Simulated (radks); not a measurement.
Species: Ga IV. Configuration: [Ar] 3d9 7d1 (not the ground configuration).

All-electron calculation, Dirac Kohn-Sham, PBE, spin-unpolarised, spherical densities, finite nucleus; open shells are shared between the two j in proportion to 2j + 1; Fermi nuclear charge, rms radius 3.9973 fm. Program: a radial shooting solver on a logarithmic mesh with Libxc functionals.

Energy parts (eV):
part                       energy
total                  -52783.188
kinetic                 53834.912
electron-nucleus      -125864.428
Hartree                 21259.575
exchange-correlation    -2013.247

Orbitals (lengths in bohr, moments of r in powers of bohr; r(90%) holds 90 % of the orbital's charge):
orbital,occ.,eigenvalue (eV),r(90%),<r>,<1/r>
1s1/2,2,-10283.79,0.0868,0.04860,31.30
2s1/2,2,-1318.623,0.337,0.2176,6.885
2p1/2,2,-1173.790,0.308,0.1883,6.844
2p3/2,4,-1146.134,0.313,0.1918,6.669
3s1/2,2,-203.2223,0.967,0.6469,2.207
3p1/2,2,-156.2131,1.02,0.6635,2.083
3p3/2,4,-152.5082,1.03,0.6736,2.042
3d3/2,3.6,-73.2298,1.24,0.7419,1.741
3d5/2,5.4,-72.7215,1.25,0.7461,1.730
7d3/2,0.4,-5.3850,17.9,13.17,0.1097
7d5/2,0.6,-5.3799,17.9,13.17,0.1098

The highest occupied level is 7d5/2 at -5.380 eV. The density falls to 0.001 e/bohr^3 at r = 2.42 bohr.
